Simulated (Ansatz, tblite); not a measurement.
Bond stretch in Cl2 (anion, charge -1), doublet.

- UMP2 = MP2 on UHF/aug-cc-pVTZ, frozen core run with Ansatz (an electronic-structure program)
- GFN2-xTB, 300 K electronic temperature (tblite)
- UKS-PBE0 = unrestricted PBE0/aug-cc-pVTZ in Ansatz

Energies relative to the lowest point of each curve near equilibrium, in eV:

```tsv
R / Å	UMP2	GFN2-xTB
2.11	0.912	0.897
2.37	0.121	0.111
2.59	0.000	0.000
2.67	0.019	0.016
2.90	0.163	0.113
3.03	0.405	0.171
3.32	0.757	0.259
3.58	0.930	0.282
4.00	1.079	0.249
4.35	1.146	0.205
5.26	1.225	0.101
7.05	1.269	-0.044
```

### Question
Estimate the UKS-PBE0 values at these points.

### Answer
2.11: 0.964; 2.37: 0.165; 2.59: 0.003; 2.67: 0.002; 2.90: 0.082; 3.03: 0.150; 3.32: 0.306; 3.58: 0.421; 4.00: 0.543; 4.35: 0.597; 5.26: 0.626; 7.05: 0.561 (eV).

Where the anion isn't bound against loss of the electron, the finite basis alone holds it.
